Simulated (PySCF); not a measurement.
Rigid-rotor lines calculated for a species of formula C6H5ClFNS (commonest isotopes; PBE0-D3(BJ)/def2-SVP geometry optimisation, gas phase (PySCF 2.14.0)), labelled J(Ka,Kc):

| transition | MHz |
| --- | --- |
| 1(0,1) ← 0(0,0) | 1130.7 |
| 2(0,2) ← 1(0,1) | 2250.1 |
| 1(1,1) ← 0(0,0) | 2551.5 |
| 2(1,1) ← 1(1,0) | 2411.6 |
| 2(1,2) ← 1(1,1) | 2111.1 |

Find the rotational constants.

1(0,1) ← 0(0,0) is B + C, 2(1,1) ← 1(1,0) is 3B + C and 2(1,2) ← 1(1,1) is B + 3C, so B − C is half the difference of the last two, 150.2 MHz. 1(1,1) ← 0(0,0) is A + C. A = 2061.3, B = 640.5, C = 490.2 MHz.

What moments of inertia, asymmetry and inertial defect follow?

I = 505379 MHz·u·Å² over each constant: Ia = 245.18, Ib = 789.07, Ic = 1030.95 u·Å²; κ = (2B − A − C)/(A − C) = -0.809 (asymmetric top); Δ = Ic − Ia − Ib = -3.30 u·Å².

Which dipole components do these lines need?

μa and μb (a-type: ΔKa even, ΔKc odd; b-type: both odd). The calculation gives |μa| = 4.39 D, |μb| = 1.64 D, |μc| = 0.00 D.

Where do these fall, and of which type are they? 4(1,3) ← 4(0,4); 2(2,0) ← 1(1,1); 4(0,4) ← 3(1,3); 2(0,2) ← 1(1,1); 2(1,2) ← 1(0,1); 2(2,1) ← 2(1,2); 4(2,2) ← 4(1,3); 4(2,3) ← 4(1,4); 4(3,1) ← 3(2,2); 3(1,2) ← 2(1,1); 2(1,1) ← 2(1,2); 4(3,2) ← 3(2,1); 4(1,4) ← 3(0,3); 4(1,3) ← 3(1,2); 4(1,3) ← 3(2,2); 4(1,4) ← 3(1,3); 3(0,3) ← 2(1,2).

```json
{"transition": "2(1,1) ← 2(1,2)", "MHz": "451", "type": "a", "branch": "Q"}
{"transition": "4(1,3) ← 3(2,2)", "MHz": "755", "type": "b", "branch": "R"}
{"transition": "2(0,2) ← 1(1,1)", "MHz": "829", "type": "b", "branch": "R"}
{"transition": "3(0,3) ← 2(1,2)", "MHz": "2065", "type": "b", "branch": "R"}
{"transition": "4(1,3) ← 4(0,4)", "MHz": "2381", "type": "b", "branch": "Q"}
{"transition": "4(0,4) ← 3(1,3)", "MHz": "3319", "type": "b", "branch": "R"}
{"transition": "2(1,2) ← 1(0,1)", "MHz": "3532", "type": "b", "branch": "R"}
{"transition": "3(1,2) ← 2(1,1)", "MHz": "3610", "type": "a", "branch": "R"}
{"transition": "4(2,2) ← 4(1,3)", "MHz": "3925", "type": "b", "branch": "Q"}
{"transition": "4(1,4) ← 3(1,3)", "MHz": "4201", "type": "a", "branch": "R"}
{"transition": "2(2,1) ← 2(1,2)", "MHz": "4713", "type": "b", "branch": "Q"}
{"transition": "4(1,3) ← 3(1,2)", "MHz": "4799", "type": "a", "branch": "R"}
{"transition": "4(2,3) ← 4(1,4)", "MHz": "5258", "type": "b", "branch": "Q"}
{"transition": "4(1,4) ← 3(0,3)", "MHz": "5296", "type": "b", "branch": "R"}
{"transition": "2(2,0) ← 1(1,1)", "MHz": "6836", "type": "b", "branch": "R"}
{"transition": "4(3,2) ← 3(2,1)", "MHz": "11974", "type": "b", "branch": "R"}
{"transition": "4(3,1) ← 3(2,2)", "MHz": "12034", "type": "b", "branch": "R"}
```

Which structure gave them?

`CSc1ccnc(Cl)c1F`, point group Cs. Three constants can't fix a structure by themselves; this is the one that was computed:
```xyz
15
C6H5ClFNS angstrom
C      1.416   -0.616   -0.425
S      0.185   -1.923   -0.325
C     -1.313   -1.023   -0.416
C     -1.443    0.366   -0.551
C     -2.719    0.918   -0.603
N     -3.836    0.201   -0.533
C     -3.726   -1.103   -0.409
Cl    -5.167   -2.053   -0.315
C     -2.498   -1.763   -0.346
F     -2.435   -3.079   -0.219
H      1.334    0.087    0.417
H      2.386   -1.127   -0.363
H      1.363   -0.076   -1.381
H     -0.569    1.014   -0.613
H     -2.840    2.001   -0.707
```

The values belong to one conformer (point group Cs) with, in the numbering `[CH3:1][S:2][c:3]1[cH:4][cH:5][n:6][c:7]([Cl:8])[c:9]1[F:10]`, C1–S2–C3–C4 1°. PBE0-D3(BJ)/def2-SVP frequencies: not computed here. Zero-point vibration and centrifugal distortion are left out. A rigid rotor knows nothing of internal rotation, which can split or shift real lines. Quadrupole hyperfine structure (14N, 35Cl) is left out.

The run took 2.4 min of wall time on one thread of an Arm Neoverse N1, no GPU, on a shared host. This is the geometry optimisation.
